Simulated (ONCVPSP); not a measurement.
Hf (Z = 72), ONCV: configuration errors across variants

* Element: Hf (Z = 72)
* Generator: ONCVPSP 4.0.1
* Type: optimised norm-conserving Vanderbilt (ONCV)
* Functional: PW91
* Relativity: fully relativistic
* Frozen core: [Kr] 4d10 4f14
* Valence charge: 12
* Reference configuration: 5s2 5p6 5d2 6s2
* Partial waves: 5s+6s: rc 1.80 bohr, ncon 3, nbas 6, qcut 6.4 1/bohr, 2 projectors; 5p: rc 1.30 bohr, ncon 4, nbas 7, qcut 5.5 1/bohr, 2 projectors, debl 1.6 Ha; 5d: rc 2.20 bohr, ncon 5, nbas 9, qcut 3.7 1/bohr, 2 projectors, debl 1.7 Ha; f scattering state at 0.12 Ha: rc 2.20 bohr, ncon 3, nbas 7, qcut 5.4 1/bohr, 1 projector
* Local potential: polynomial inside 1.25 bohr (lpopt 1, dvloc0 -1 Ha)
* Core correction: Teter function, fcfact 6, rcfact 1.75

Open shells are filled in proportion to 2j + 1.

All-electron excitation energies from the reference (eV): (1) 5s2 5p6 5d2 6s1 8.034; (2) 5s2 5p6 5d2 6s0 22.258; (3) 5s2 5p6 5d2.5 6s1.5 1.251.

1 further variants failed, have other tests or another functional or relativity, and are left out.

Errors AE − PS in meV (a dash: test not solved or not reliable):

```csv
change,(1),(2),(3),bound ghosts,GHOST(+) flags above zero
base,-6.1,-50,-4.2,none,s
s: qcut 9.2; p: qcut 7.9; d: qcut 5.3; f: qcut 7.7,-5.2,-42,-4.0,none,"s, f7/2"
"core correction Teter function, fcfact 6, rcfact 1.82",-9.1,-80,-4.8,none,s
```

Q: Give the same row for: d: qcut 2.5.

A: -6.0, -50, -4.0; bound ghosts: none; GHOST(+) flags above zero: s.
